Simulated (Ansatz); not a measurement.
Reaction (hydrogenolysis of a C–F bond): `OB1SC1F` + H₂ → `OB1CS1` + H–F

Computed with Ansatz on PBE0-D4/def2-TZVP structures; ΔE is electronic, products minus reactants. CCSD(T)/CBS is the MP2 limit (def2-TZVPP, def2-QZVPP) plus CCSD(T) − MP2 in def2-TZVPP, frozen cores. This one scheme is used for every species. Functionals use def2-TZVPP. One conformer a species, not always the lowest.

`OB1SC1F`:

Z-matrix (Å, degrees):
```
C
F 1 1.366
B 1 1.534 2 120.2
S 1 1.861 2 115.6 3 -70.4
H 1 1.086 2 109.8 3 160.0
O 3 1.338 1 149.2 2 71.6
H 6 0.961 3 113.8 1 3.3
```

H₂:

```xyz
2

H     0.084   -0.108   -0.347
H    -0.084    0.108    0.347
```

`OB1CS1`:

Z-matrix (Å, degrees):
```
C
B 1 1.530
S 1 1.883 2 60.8
H 1 1.087 2 121.6 3 101.1
H 1 1.087 2 121.6 3 -101.1
O 2 1.340 1 148.4 3 180.0
H 6 0.961 2 113.4 1 0.0
```

H–F:

```xyz
2

F    -0.439    0.135   -0.019
H     0.439   -0.135    0.019
```

Q: Is it downhill or uphill in electronic energy at CCSD(T)/CBS, and by how much? (Best estimate.)

A: Computed: Downhill: ΔE = -27.0 kcal/mol.

Q: What do these levels give: PBE-D4, r2SCANh-D4, B2PLYP, revPBE, BLYP, r2SCANh, r2SCAN0, SCS-MP2/def2-TZVPP, CCSD/def2-TZVPP, SCS-MP2/def2-QZVPP, HF/CBS(def2), MP2/CBS(def2)? (Best estimate.)

A: The calculation gave: PBE-D4 -21.7, r2SCANh-D4 -23.4, B2PLYP -24.9, revPBE -22.3, BLYP -21.3, r2SCANh -23.5, r2SCAN0 -25.0, SCS-MP2/def2-TZVPP -26.8, CCSD/def2-TZVPP -27.5, SCS-MP2/def2-QZVPP -27.2, HF/CBS(def2) -28.3, MP2/CBS(def2) -28.2 kcal/mol.

Largest T1 diagnostic among the species: 0.015.

From BLYP to BHLYP (50 % exact exchange), in def2-TZVPP and without D4, ΔE moves by −4.7 kcal/mol. Leaving LDA and LC-ωPBE aside and taking each functional with its dispersion term where it has one, the values, not all of them listed here, spread over 6.3 kcal/mol, from PBE-QIDH to BLYP-D4. LDA lies +0.8 kcal/mol from PBE without D4.
